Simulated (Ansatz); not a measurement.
Two isomers of CH6BFOSi: A = `BC[SiH](O)F`, B = `OB([SiH3])CF`.

Calculated with Ansatz (gas phase, PBE0-D4/def2-TZVP geometries, no zero-point term in ΔE). CCSD(T)/CBS is the MP2 limit (def2-TZVPP, def2-QZVPP) plus CCSD(T) − MP2 in def2-TZVPP, frozen cores. DFT in def2-TZVPP. B3LYP here is the variant with VWN-RPA as its local correlation; programs differ in this. Each species was taken in one conformer, which may not be the lowest.

A:

```xyz
11

B     0.226   -1.601   -0.300
C    -0.746   -0.419   -0.437
Si   -0.129    1.012    0.598
O     1.455    1.327    0.369
F    -1.006    2.281    0.182
H     1.125   -1.745   -1.078
H     0.137   -2.367    0.616
H    -1.745   -0.610   -0.027
H    -0.832   -0.015   -1.451
H    -0.300    0.809    2.047
H     1.814    1.327   -0.519
```

B:

Z-matrix (Å, degrees):
```
Si
B 1 2.036
H 1 1.488 2 111.3
H 1 1.488 2 111.3 3 121.3
H 1 1.495 2 109.7 3 -119.3
C 2 1.575 1 121.3 3 -61.1
O 2 1.355 1 123.2 3 119.0
F 6 1.392 2 112.1 1 0.7
H 6 1.098 2 110.8 1 -120.0
H 6 1.098 2 111.0 1 121.5
H 7 0.960 2 114.3 1 0.1
```

Problem. Which is lower in electronic energy at CCSD(T)/CBS, and by how much? (Best estimate.)

Solution. Computed: A, by 245.4 kJ/mol.

Problem. Give E(B) − E(A) in kJ/mol with HF/def2-TZVPP, r2SCAN-D4, B2PLYP, CCSD/def2-TZVPP, CCSD(T)/def2-TZVPP, MP2/def2-TZVPP, B3LYP-D4. (Estimate.)

Solution. Computed: HF/def2-TZVPP 249.2, r2SCAN-D4 234.3, B2PLYP 238.6, CCSD/def2-TZVPP 240.4, CCSD(T)/def2-TZVPP 237.7, MP2/def2-TZVPP 259.1, B3LYP-D4 227.5. None reverses the order clearly.

Largest T1 diagnostic: 0.013.

From PBE to PBE0 (25 % exact exchange), in def2-TZVPP and without D4, E(B) − E(A) moves by +14.6 kJ/mol.
